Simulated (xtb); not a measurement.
SeSn, SMILES [Se]=[Sn] (connectivity only; charge and spin as stated), neutral, multiplicity 1. All values are semi-empirical tight-binding results from xtb (GFN2-xTB unless named), good for trends rather than for accurate numbers. The structure is a stationary point at GFN2-xTB.

For metal compounds this method's bond lengths and energies can be far off.

```
Quantity                      Result
---------------------------  -------
point group as xtb finds it      C∞v
orbital gap                  2.73 eV
```
